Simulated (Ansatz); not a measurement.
Ansatz (an electronic-structure program) input file for trifluoroacetic acid anion (C2HF3O2), SMILES O=C(O)C(F)(F)F (connectivity only; charge and spin as stated), charge -1, multiplicity 2, PBE-D3(BJ)/def2-SVPD. 

Ansatz 0.2 input:
```yaml
crystal:
  periodic: [false, false, false]
  atoms:
    - {symbol: O, position_ang: [1.59370599, -0.73170804, 0.76737953]}
    - {symbol: C, position_ang: [0.88148845, 0.37439401, 0.18891903]}
    - {symbol: O, position_ang: [1.48040379, 1.08570350, -0.67799508]}
    - {symbol: C, position_ang: [-0.54110768, -0.00975335, 0.00399915]}
    - {symbol: F, position_ang: [-1.09143577, -0.62392905, 1.09302063]}
    - {symbol: F, position_ang: [-1.32481285, 1.05962336, -0.28513022]}
    - {symbol: F, position_ang: [-0.81324057, -0.91588099, -1.04708833]}
    - {symbol: H, position_ang: [2.43023968, -0.69812761, 0.28019659]}
basis:
  gaussian:
    orbitals: def2-SVPD
hamiltonian:
  xc: pbe
  dispersion: d3bj
total_charge: -1
magnetization: {spin_polarized: true, initial_magnetization: 1}
relax: {f_tol: 0.002, max_steps: 200}
```

Log of the run:

```
WARN ansatz: RAYON_NUM_THREADS=1 ignored (pool sized by the plan → 1); use --threads N
Functional definition: PBE
integrals: 0.09 GiB planned
1327 factors; their error is unknown
mean field: 0.78 GiB planned
mean field evaluation 1: about -14305.4675 eV, gradient 4.0e1 eV
mean field evaluation 2: about -14195.8031 eV, gradient 1.4e2 eV
mean field evaluation 4: about -14310.0081 eV, gradient 2.1e1 eV
mean field evaluation 8: about -14311.5671 eV, gradient 2.6e-1 eV
mean field evaluation 16: about -14311.4848 eV, gradient 2.1e-3 eV
mean field -14311.48483305 eV, -525.9373669417 hartree, gradient 4.4e-5 eV, S^2 0.752157; 1 other end points of the search recorded, 0 dependent functions left out
the calculation of the forces begins
reference -14311.48487963 eV, -525.9373686535 hartree; 29, 28 occupied and 134, 135 virtual orbitals, 1327 factors
relax step   1: F+E_penalty+E_count = -14311.61553094 eV  Δ(F+E_penalty+E_count) = +0.000e0 eV  max|allowed force component| = 4.480e-1 eV/Å  Δτ_max = 0.0000 Å  (48 SCF iters, accepted)
these checks for a lower state are left out or cut short: starts, cluster_reference, orbital_swaps, neighbouring_geometries, increment
integrals: 0.09 GiB planned
1327 factors; their error is unknown
mean field: 0.78 GiB planned
mean field evaluation 32: about -14311.5025 eV, gradient 1.3e-5 eV
mean field -14311.50250825 eV, -525.9380164935 hartree, gradient 1.3e-5 eV, S^2 0.752158; 0 other end points of the search recorded, 0 dependent functions left out
the calculation of the forces begins
reference -14311.50255511 eV, -525.9380182154 hartree; 29, 28 occupied and 134, 135 virtual orbitals, 1327 factors
relax step   2: F+E_penalty+E_count = -14311.63261906 eV  Δ(F+E_penalty+E_count) = -1.709e-2 eV  max|allowed force component| = 3.714e-1 eV/Å  Δτ_max = 0.0215 Å  (36 SCF iters, accepted)
these checks for a lower state are left out or cut short: starts, cluster_reference, orbital_swaps, neighbouring_geometries, increment
integrals: 0.09 GiB planned
1327 factors; their error is unknown
mean field: 0.78 GiB planned
mean field -14311.51106996 eV, -525.9383311303 hartree, gradient 1.6e-5 eV, S^2 0.752147; 0 other end points of the search recorded, 0 dependent functions left out
the calculation of the forces begins
reference -14311.51111708 eV, -525.9383328619 hartree; 29, 28 occupied and 134, 135 virtual orbitals, 1327 factors
relax step   3: F+E_penalty+E_count = -14311.64074391 eV  Δ(F+E_penalty+E_count) = -8.125e-3 eV  max|allowed force component| = 1.978e-1 eV/Å  Δτ_max = 0.0287 Å  (36 SCF iters, accepted)
these checks for a lower state are left out or cut short: starts, cluster_reference, orbital_swaps, neighbouring_geometries, increment
integrals: 0.09 GiB planned
1327 factors; their error is unknown
mean field: 0.78 GiB planned
mean field -14311.51489023 eV, -525.9384715228 hartree, gradient 1.4e-5 eV, S^2 0.752104; 0 other end points of the search recorded, 0 dependent functions left out
the calculation of the forces begins
reference -14311.51493743 eV, -525.9384732574 hartree; 29, 28 occupied and 134, 135 virtual orbitals, 1327 factors
relax step   4: F+E_penalty+E_count = -14311.64432869 eV  Δ(F+E_penalty+E_count) = -3.585e-3 eV  max|allowed force component| = 1.657e-1 eV/Å  Δτ_max = 0.0231 Å  (37 SCF iters, accepted)
these checks for a lower state are left out or cut short: starts, cluster_reference, orbital_swaps, neighbouring_geometries, increment
integrals: 0.09 GiB planned
1327 factors; their error is unknown
mean field: 0.78 GiB planned
mean field -14311.52260835 eV, -525.9387551584 hartree, gradient 1.2e-5 eV, S^2 0.751942; 0 other end points of the search recorded, 0 dependent functions left out
the calculation of the forces begins
reference -14311.52265539 eV, -525.9387568871 hartree; 29, 28 occupied and 134, 135 virtual orbitals, 1327 factors
relax step   5: F+E_penalty+E_count = -14311.65166120 eV  Δ(F+E_penalty+E_count) = -7.333e-3 eV  max|allowed force component| = 1.215e-1 eV/Å  Δτ_max = 0.0538 Å  (37 SCF iters, accepted)
these checks for a lower state are left out or cut short: starts, cluster_reference, orbital_swaps, neighbouring_geometries, increment
integrals: 0.09 GiB planned
1327 factors; their error is unknown
mean field: 0.78 GiB planned
mean field -14311.53081163 eV, -525.9390566234 hartree, gradient 2.4e-5 eV, S^2 0.751618; 0 other end points of the search recorded, 0 dependent functions left out
the calculation of the forces begins
reference -14311.53085742 eV, -525.9390583060 hartree; 29, 28 occupied and 134, 135 virtual orbitals, 1327 factors
[...]
integrals: 0.09 GiB planned
1327 factors; their error is unknown
mean field: 0.78 GiB planned
mean field -14311.53592423 eV, -525.9392445079 hartree, gradient 1.6e-5 eV, S^2 0.751560; 0 other end points of the search recorded, 0 dependent functions left out
the calculation of the forces begins
reference -14311.53596955 eV, -525.9392461736 hartree; 29, 28 occupied and 134, 135 virtual orbitals, 1327 factors
relax step   9: F+E_penalty+E_count = -14311.66428248 eV  Δ(F+E_penalty+E_count) = -2.381e-3 eV  max|allowed force component| = 2.416e-1 eV/Å  Δτ_max = 0.0183 Å  (35 SCF iters, accepted)
these checks for a lower state are left out or cut short: starts, cluster_reference, orbital_swaps, neighbouring_geometries, increment
integrals: 0.09 GiB planned
1327 factors; their error is unknown
mean field: 0.78 GiB planned
mean field -14311.53702294 eV, -525.9392848849 hartree, gradient 1.5e-5 eV, S^2 0.751489; 0 other end points of the search recorded, 0 dependent functions left out
the calculation of the forces begins
reference -14311.53706796 eV, -525.9392865393 hartree; 29, 28 occupied and 134, 135 virtual orbitals, 1327 factors
relax step  10: F+E_penalty+E_count = -14311.66509662 eV  Δ(F+E_penalty+E_count) = -8.141e-4 eV  max|allowed force component| = 2.280e-1 eV/Å  Δτ_max = 0.0415 Å  (36 SCF iters, accepted)
these checks for a lower state are left out or cut short: starts, cluster_reference, orbital_swaps, neighbouring_geometries, increment
integrals: 0.09 GiB planned
1327 factors; their error is unknown
mean field: 0.78 GiB planned
mean field evaluation 96: about -14311.5380 eV, gradient 1.8e-5 eV
mean field -14311.53802842 eV, -525.9393218356 hartree, gradient 1.8e-5 eV, S^2 0.751507; 0 other end points of the search recorded, 0 dependent functions left out
the calculation of the forces begins
reference -14311.53807342 eV, -525.9393234892 hartree; 29, 28 occupied and 134, 135 virtual orbitals, 1327 factors
relax step  11: F+E_penalty+E_count = -14311.66625705 eV  Δ(F+E_penalty+E_count) = -1.160e-3 eV  max|allowed force component| = 1.109e-1 eV/Å  Δτ_max = 0.0101 Å  (37 SCF iters, accepted)
these checks for a lower state are left out or cut short: starts, cluster_reference, orbital_swaps, neighbouring_geometries, increment
integrals: 0.09 GiB planned
1327 factors; their error is unknown
mean field: 0.78 GiB planned
mean field -14311.53852884 eV, -525.9393402258 hartree, gradient 1.6e-5 eV, S^2 0.751490; 0 other end points of the search recorded, 0 dependent functions left out
the calculation of the forces begins
reference -14311.53857380 eV, -525.9393418778 hartree; 29, 28 occupied and 134, 135 virtual orbitals, 1327 factors
relax step  12: F+E_penalty+E_count = -14311.66673566 eV  Δ(F+E_penalty+E_count) = -4.786e-4 eV  max|allowed force component| = 3.577e-2 eV/Å  Δτ_max = 0.0090 Å  (36 SCF iters, accepted)
these checks for a lower state are left out or cut short: starts, cluster_reference, orbital_swaps, neighbouring_geometries, increment
integrals: 0.09 GiB planned
1327 factors; their error is unknown
mean field: 0.78 GiB planned
mean field -14311.53860377 eV, -525.9393429791 hartree, gradient 1.5e-5 eV, S^2 0.751479; 0 other end points of the search recorded, 0 dependent functions left out
the calculation of the forces begins
reference -14311.53864867 eV, -525.9393446294 hartree; 29, 28 occupied and 134, 135 virtual orbitals, 1327 factors
relax step  13: F+E_penalty+E_count = -14311.66679612 eV  Δ(F+E_penalty+E_count) = -6.046e-5 eV  max|allowed force component| = 1.252e-2 eV/Å  Δτ_max = 0.0054 Å  (37 SCF iters, accepted)
these checks for a lower state are left out or cut short: starts, cluster_reference, orbital_swaps, neighbouring_geometries, increment
integrals: 0.09 GiB planned
1327 factors; their error is unknown
mean field: 0.78 GiB planned
mean field -14311.53860660 eV, -525.9393430832 hartree, gradient 6.5e-5 eV, S^2 0.751480; 0 other end points of the search recorded, 0 dependent functions left out
the calculation of the forces begins
reference -14311.53865150 eV, -525.9393447335 hartree; 29, 28 occupied and 134, 135 virtual orbitals, 1327 factors
relax step  14: F+E_penalty+E_count = -14311.66680191 eV  Δ(F+E_penalty+E_count) = -5.794e-6 eV  max|allowed force component| = 4.634e-3 eV/Å  Δτ_max = 0.0006 Å  (26 SCF iters, accepted)
these checks for a lower state are left out or cut short: starts, cluster_reference, orbital_swaps, neighbouring_geometries, increment
integrals: 0.09 GiB planned
1327 factors; their error is unknown
mean field: 0.78 GiB planned
mean field -14311.53860871 eV, -525.9393431606 hartree, gradient 4.7e-5 eV, S^2 0.751480; 0 other end points of the search recorded, 0 dependent functions left out
the calculation of the forces begins
reference -14311.53865361 eV, -525.9393448109 hartree; 29, 28 occupied and 134, 135 virtual orbitals, 1327 factors
relax step  15: F+E_penalty+E_count = -14311.66680288 eV  Δ(F+E_penalty+E_count) = -9.682e-7 eV  max|allowed force component| = 2.025e-3 eV/Å  Δτ_max = 0.0004 Å  (25 SCF iters, accepted)
these checks for a lower state are left out or cut short: starts, cluster_reference, orbital_swaps, neighbouring_geometries, increment
integrals: 0.09 GiB planned
1327 factors; their error is unknown
mean field: 0.78 GiB planned
mean field -14311.53860842 eV, -525.9393431501 hartree, gradient 4.5e-5 eV, S^2 0.751480; 0 other end points of the search recorded, 0 dependent functions left out
the calculation of the forces begins
reference -14311.53865333 eV, -525.9393448004 hartree; 29, 28 occupied and 134, 135 virtual orbitals, 1327 factors
relax step  16: F+E_penalty+E_count = -14311.66680279 eV  Δ(F+E_penalty+E_count) = +8.686e-8 eV  max|allowed force component| = 3.291e-3 eV/Å  Δτ_max = 0.0005 Å  (25 SCF iters, rejected (line search))
these checks for a lower state are left out or cut short: starts, cluster_reference, orbital_swaps, neighbouring_geometries, increment
integrals: 0.09 GiB planned
1327 factors; their error is unknown
mean field: 0.78 GiB planned
mean field -14311.53860839 eV, -525.9393431489 hartree, gradient 2.8e-5 eV, S^2 0.751480; 0 other end points of the search recorded, 0 dependent functions left out
the calculation of the forces begins
reference -14311.53865329 eV, -525.9393447992 hartree; 29, 28 occupied and 134, 135 virtual orbitals, 1327 factors
relax step  17: F+E_penalty+E_count = -14311.66680333 eV  Δ(F+E_penalty+E_count) = -4.548e-7 eV  max|allowed force component| = 7.350e-4 eV/Å  Δτ_max = 0.0003 Å  (24 SCF iters, accepted)
integrals: 0.09 GiB planned
1327 factors; their error is unknown
mean field: 0.78 GiB planned
mean field evaluation 128: about -14311.5386 eV, gradient 2.8e-5 eV
mean field -14311.53860839 eV, -525.9393431489 hartree, gradient 2.8e-5 eV, S^2 0.751480; 2 other end points of the search recorded, 0 dependent functions left out
the calculation of the forces begins
reference -14311.53865329 eV, -525.9393447992 hartree; 29, 28 occupied and 134, 135 virtual orbitals, 1327 factors
Total energy: -14311.66684824 eV, -525.9440558766 hartree
Atom 0 at     1.610926    -0.759399     0.731336 Å, force    -0.000252     0.000131     0.000231 eV/Å
Atom 1 at     0.891796     0.253681     0.045836 Å, force    -0.000332    -0.000051    -0.000099 eV/Å
Atom 2 at     1.517806     1.111884    -0.642362 Å, force     0.000274    -0.000225     0.000022 eV/Å
Atom 3 at    -0.529868     0.009455     0.018979 Å, force     0.000622     0.000562    -0.000618 eV/Å
Atom 4 at    -1.048860    -0.642286     1.105102 Å, force    -0.000556    -0.000497     0.000735 eV/Å
Atom 5 at    -1.284271     1.107857    -0.249542 Å, force     0.000131    -0.000306     0.000105 eV/Å
Atom 6 at    -1.069478    -0.976951    -1.145591 Å, force    -0.000112     0.000142    -0.000120 eV/Å
Atom 7 at     2.527191    -0.563919     0.459544 Å, force     0.000224     0.000244    -0.000256 eV/Å
Dipole moment:    -0.008693    -0.075257     0.409915 e Å
```

The calculation finished and met its thresholds.
